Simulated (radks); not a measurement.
Question: The mean radii <r> (bohr) of the occupied orbitals of an atom or ion are listed with their occupations. Method: scalar-relativistic Kohn-Sham, BLYP, spin-polarised, spherical densities, finite nucleus; Fermi nuclear charge, rms radius of each element as measured or else 0.836 A^(1/3) + 0.57 fm; computed with a radial shooting solver on a logarithmic mesh with Libxc functionals.

| orbital | occ. | <r> |
|---|---|---|
| 1s up | 1 | 0.02781 |
| 1s down | 1 | 0.02781 |
| 2s up | 1 | 0.1198 |
| 2s down | 1 | 0.1198 |
| 2p up | 3 | 0.1047 |
| 2p down | 3 | 0.1047 |
| 3s up | 1 | 0.3222 |
| 3s down | 1 | 0.3222 |
| 3p up | 3 | 0.3203 |
| 3p down | 3 | 0.3203 |
| 3d up | 5 | 0.2968 |
| 3d down | 5 | 0.2968 |
| 4s up | 1 | 0.7641 |
| 4s down | 1 | 0.7640 |
| 4p up | 3 | 0.8203 |
| 4p down | 3 | 0.8200 |
| 4d up | 5 | 0.9663 |
| 4d down | 5 | 0.9638 |
| 5s up | 1 | 1.923 |
| 5s down | 1 | 1.920 |
| 5p up | 1 | 2.230 |

Name the element and its charge. Open shells, if any, are filled with parallel spins first.

Answer: Z = 52, tellurium, charge +3: Te3+ in [Kr] 4d10 5s2 5p1. The 1s radius gives Z: for a bare nucleus <r> = (2 gamma + 1)/(2Z) with gamma = sqrt(1 - (Z/c)^2), 0.02741 bohr for Z = 52, and screening makes it slightly larger (0.02781 here). The occupations add up to 49, and the charge is Z minus that.
